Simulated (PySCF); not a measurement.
PySCF input (B3PW91/6-31G* (5d)):

```python
from pyscf import gto, dft

mol = gto.M(
    atom='''
    C    -0.10139100   -2.24027700    0.39965800
    Si    0.59480600   -0.85719400   -0.70987500
    C     2.29567300   -0.41152000    0.02579900
    Si   -0.75409200    1.08338000   -0.97297900
    Cl   -0.99804100    1.32285000    1.28047500
    H     0.62413300   -3.03934100    0.58545600
    H    -0.39786800   -1.80776100    1.35807200
    H    -0.99257800   -2.68015900   -0.05403500
    H     0.90403300   -1.52339100   -2.03076700
    H     2.82737800    0.28761100   -0.62456800
    H     2.14857200    0.08199900    0.99000500
    H     2.93026800   -1.28949700    0.18042000
    H    -2.01292300    0.22627000   -1.16544700
    ''',
    basis='6-31g*',
    charge=-1,
    spin=0,
    verbose=4,
)

mf = dft.RKS(mol, xc='b3pw91')
mf.grids.level = 3
mf.conv_tol = 1e-9
mf.max_cycle = 100
mf.max_memory = 1500
mf.kernel()
if not mf.converged:
    mf = mf.newton()
    mf.kernel(mf.make_rdm1())
mf.dip_moment()
```

From the output:

```
tot grids = 163944
init E= -1119.92117036009
  HOMO = -0.216109670746004  LUMO = -0.0719670318458867  gap/eV = 3.92232
cycle= 1 E= -1120.02886503655  delta_E= -0.108  |g|= 0.542  |ddm|= 3.05
  HOMO = 0.0186002012545545  LUMO = 0.18869060438469  gap/eV = 4.62840
cycle= 2 E= -1120.00243266584  delta_E= 0.0264  |g|= 0.63  |ddm|= 1.43
  HOMO = -0.00370510365158472  LUMO = 0.16609998924764  gap/eV = 4.62063
cycle= 3 E= -1120.11656939805  delta_E= -0.114  |g|= 0.0462  |ddm|= 0.768
  HOMO = -0.0176450856119961  LUMO = 0.154675527085051  gap/eV = 4.68908
cycle= 4 E= -1120.11746681809  delta_E= -0.000897  |g|= 0.0132  |ddm|= 0.136
  HOMO = -0.0156438473932607  LUMO = 0.156583581971298  gap/eV = 4.68655
cycle= 5 E= -1120.11753388849  delta_E= -6.71e-05  |g|= 0.00358  |ddm|= 0.0283
  HOMO = -0.0158570405191876  LUMO = 0.156472098493978  gap/eV = 4.68931
cycle= 6 E= -1120.11753804282  delta_E= -4.15e-06  |g|= 0.00069  |ddm|= 0.00682
  HOMO = -0.0157942668065747  LUMO = 0.15650029518485  gap/eV = 4.68837
cycle= 7 E= -1120.117538208  delta_E= -1.65e-07  |g|= 0.000213  |ddm|= 0.00136
  HOMO = -0.0157940225958759  LUMO = 0.156501506026629  gap/eV = 4.68840
cycle= 8 E= -1120.11753822047  delta_E= -1.25e-08  |g|= 6.67e-05  |ddm|= 0.000322
  HOMO = -0.015798737679364  LUMO = 0.156498440797086  gap/eV = 4.68845
cycle= 9 E= -1120.1175382218  delta_E= -1.33e-09  |g|= 1.1e-05  |ddm|= 0.000106
  HOMO = -0.0157987523130871  LUMO = 0.156498139164297  gap/eV = 4.68844
cycle= 10 E= -1120.11753822184  delta_E= -3.91e-11  |g|= 3.17e-06  |ddm|= 2e-05
  HOMO = -0.0157986846892486  LUMO = 0.156498375886913  gap/eV = 4.68844
Extra cycle  E= -1120.11753822184  delta_E= -4.55e-13  |g|= 3.58e-06  |ddm|= 1.09e-05
converged SCF energy = -1120.11753822184

WARN: System has nonzero charge -1; the dipole moment is origin-dependent.
Location of origin: [0. 0. 0.]

Dipole moment(X, Y, Z, Debye):  2.43571, -3.63901,  1.05873
```

The dipole moment of an ion depends on the origin.

The geometry given is a B3LYP-D3(BJ)/def2-TZVP minimum.
